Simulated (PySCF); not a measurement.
F2GeH4Si, SMILES F[SiH](F)[GeH3]. Atoms are numbered in the order given.

```xyz
8

Si    -1.0486    -0.3880     0.0000
F     -1.7100     0.3219     1.3155
F     -1.7100     0.3219    -1.3155
Ge     1.2962     0.0339     0.0000
H     -1.4666    -1.8277     0.0000
H      1.9474    -0.5900    -1.2602
H      1.9474    -0.5900     1.2602
H      1.5535     1.5607     0.0000
```
Charge 0, spin multiplicity 1.

Coordinates come from a PBE-D3(BJ)/def2-SVP optimisation. This is a generated structure with no PubChem entry under its InChIKey; it may be hypothetical.

Calculation: PBE-D3(BJ)/def2-SVP (PySCF 2.14.0).

Frequencies are harmonic and unscaled.

```tsv
mode	ν (cm⁻¹)	IR (km/mol)	moving atoms (share of kinetic energy)
1	80	0.0	H 93 %
2	122	1.7	F 70 %, Si 14 %, H 9 %
3	167	10.9	F 57 %, Ge 23 %, H 12 %, Si 9 %
4	286	21.6	F 55 %, Si 25 %, H 15 %
5	351	3.0	Si 40 %, F 22 %, H 19 %, Ge 18 %
6	446	14.5	H 89 %
7	474	18.7	H 65 %, Si 24 %
8	745	294.5	H 94 %
9	789	3.5	H 87 %, F 12 %
10	794	24.5	H 62 %, F 29 %, Si 8 %
11	843	33.6	H 71 %, F 16 %, Si 12 %
12	845	10.4	H 95 %
13	860	128.9	H 56 %, F 22 %, Si 22 %
14	930	149.2	Si 48 %, F 42 %, H 10 %
15	2081	45.3	H 100 %
16	2096	92.4	H 98 %
17	2101	77.1	H 98 %
18	2187	144.5	H 97 %
```
